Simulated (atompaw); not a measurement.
**Mn: one change to a PAW (atompaw) potential, before and after**

* Element: manganese (Mn)
* Generator: atompaw 4.2.0.5
* Type: PAW
* Functional: PBEsol
* Relativity: scalar-relativistic
* Frozen core: [Ar]
* Valence charge: 7
* Reference configuration: 3d5 4s2 4p0
* Partial waves: 4s (bound): rc 3.00 bohr; 4s channel at 4.5 Ry: rc 3.00 bohr; 4p (bound, empty): rc 3.00 bohr; 4p channel at 4.85 Ry: rc 3.00 bohr; 3d (bound): rc 2.15 bohr; 3d channel at 3.3 Ry: rc 2.15 bohr
* Local potential: bessel scheme, radius 2.10 bohr
* Core correction: smooth core density matched at 2.70 bohr
* Augmentation charge: sinc compensation charge, radius 2.40 bohr; PAW radius 3.00 bohr; waves and projectors: custom polynom gramschmidtortho

All-electron outer shells of the reference configuration (PBEsol, scalar-relativistic, ld1.x):

```
shell  level (eV)  outermost node (bohr)  outermost maximum (bohr)
   3s      -85.64                   0.34                      0.74
   3p      -54.48                   0.31                      0.75
   3d       -6.79                      –                      0.76
   4s       -5.12                   1.05                      2.51
   4p       -1.35                   1.16                      3.38
```

Change: local potential bessel scheme, radius 2.56 bohr.

Cutoffs: the cutoffs (Ry, on a coarse ladder) from which the occupation-weighted sum of valence levels, in a spherical-Bessel basis at the reference potential, stays within 10 and 1 mRy of its value at 400 Ry; they do not see the model core or the augmentation charge, which bear on the density cutoff.

Task: What does the change do?

Result: The potential gets neither clearly harder nor softer (21 Ry and 40 Ry → 21 Ry and 40 Ry); the range in which the s phases agree narrows (upper end at the end of the scan → 2.9); neither file shows a bound ghost.

| quantity | base | changed |
| --- | --- | --- |
| cutoff, loose | 21 Ry | 21 Ry |
| cutoff, tight | 40 Ry | 40 Ry |
| bound ghosts | none | none |
| s: phases at 3.00 bohr within 0.05 rad from the reference energy up to (Ry; the scan ends near 5) | to the end of the scan | 2.9 |
| p: phases at 3.00 bohr within 0.05 rad from the reference energy up to (Ry; the scan ends near 5) | to the end of the scan | to the end of the scan |
| d: phases at 3.00 bohr within 0.05 rad from the reference energy up to (Ry; the scan ends near 5) | 1.0 | 0.3 |
| lowest overlap eigenvalue by channel | s 0.07, p 0.49, d 0.92 | s 0.11, p 0.52, d 0.95 |

 The cutoffs see the waves, projectors and local potential, not the compensation charge or the core.
